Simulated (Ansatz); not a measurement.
Ansatz (a first-principles code) input:

Ansatz 0.2 input:
```yaml
crystal:
  periodic: [false, false, false]
  atoms:
    - {symbol: Ba, position_ang: [-0.00000000, -0.00000000, -0.60464707]}
    - {symbol: Cl, position_ang: [0.00000000, 0.00000000, 1.99177858]}
basis:
  gaussian:
    orbitals: def2-TZVP
hamiltonian:
  xc: b3lyp
  dispersion: d3bj
total_charge: 1
phonons: {temperatures: {t_min: 298.15, t_max: 298.15, t_step: 100}}
```

Problem. Which total energy does the run end on?

Solution. -485.61627 Eh (B3LYP-D3(BJ)/def2-TZVP). The basis has 77 functions.
